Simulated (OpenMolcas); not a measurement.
# Lines of Xe V: computed and rescaled rates

```
Program             : OpenMolcas 26.06
Method              : MS-CASPT2, IPEA 0.25 Eh, imaginary shift 0.1 Eh (closed shells correlated: 4d)
Basis               : ANO-RCC-VTZP [7s6p4d2f1g]
Scalar Hamiltonian  : DKH2, point nucleus
Active space        : 4 electrons in 4 orbitals (5s 5p)
State averaging     : 2S+1 = 3 even, 6 roots; 2S+1 = 1 even, 12 roots; 2S+1 = 5 odd, 1 root; 2S+1 = 3 odd, 9 roots; 2S+1 = 1 odd, 8 roots
Spin-orbit coupling : RASSI with atomic mean-field integrals over the reference wave functions, term energies averaged over their components
```

Rates come from the transition moments of the reference wave functions (E1 and E2 in the length form). At fixed line strength A goes as λ^-3 for E1 and M1 and as λ^-5 for E2, so a rate at the computed wavelength can be rescaled to the measured one. Measured vacuum wavelengths follow from level energies in Saloman, J. Phys. Chem. Ref. Data 33, 765 (2004). Branching counts decays inside the model space alone, at computed energies, and the table is only a selection of the E2 and M1 lines, drawn from those between levels with measured partners whose computed energy lies within a factor of 1.5 of the measured one.

| Upper | Lower | Type | λ computed (nm) | λ measured (nm) | A computed (s-1) | A rescaled (s-1) | Branching % |
| --- | --- | --- | --- | --- | --- | --- | --- |
| 5s2 5p2 1S0 | 5s2 5p2 3P1 | M1 | 284.8 | 284.3 | 2.02e+02 |  | 92.1 |
| 5s2 5p2 1D2 [71 %] | 5s2 5p2 3P1 | M1 | 559 | 523 | 2.24e+01 |  | 53.1 |
| 5s2 5p2 1D2 [71 %] | 5s2 5p2 3P2 [71 %] | M1 | 755.5 | 700.1 | 1.94e+01 |  | 45.9 |
| 5s2 5p2 1S0 | 5s2 5p2 3P2 [71 %] | E2 | 328.3 | 329.6 | 1.35e+01 |  | 6.1 |
| 5s2 5p2 3P1 | 5s2 5p2 3P0 | M1 | 1256 | 1076 | 8.33e+00 | 1.32e+01 | 100.0 |
| 5s2 5p2 1S0 | 5s2 5p2 1D2 [71 %] | E2 | 580.6 | 622.7 | 3.96e+00 | 2.79e+00 | 1.8 |
| 5s2 5p2 3P2 [71 %] | 5s2 5p2 3P1 | M1 | 2149 | 2068 | 9.71e-01 | 1.09e+00 | 93.6 |
| 5s2 5p2 1D2 [71 %] | 5s2 5p2 3P2 [71 %] | E2 | 755.5 | 700.1 | 2.16e-01 |  | 0.5 |
| 5s2 5p2 3P2 [71 %] | 5s2 5p2 3P0 | E2 | 792.7 | 707.9 | 6.59e-02 | 1.16e-01 | 6.3 |

Spin-changing lines and M1 lines between different terms are not rescaled, since their strength hangs on the term gaps too.

The largest correction is for 5s2 5p2 3P2 [71 %] → 5s2 5p2 3P0 (E2): 6.59e-02 × (792.7 / 707.9)^5 = 1.16e-01 s-1, a factor of 1.76.

No measured rate stands beside these. Rescaling mends the energy factor alone: line strengths can still be far off where a level mixes with configurations outside the active space, and weak or spin-changing lines hang on small mixing coefficients that depend on the term gaps too, so rescaling need not improve them.

CASPT2 does not keep the components of a term degenerate, so their means are used; among the terms shown or strongly mixed into the levels shown the widest spread is 49 cm-1 (5s2 5p2 1D). Over all roots computed the reference weight is 0.83 to 0.95; the roots of lowest weight are the least certain, and an intruder state may touch them. Measured partners are found by configuration, term and J. A level has none where our copy of the source lacks it or the pairing is in doubt (some pairs that miss far off the trend of their configuration count as doubtful). Levels of configurations outside the active space are missing.

A share in square brackets marks a mixed level and gives the weight of the term that names it.
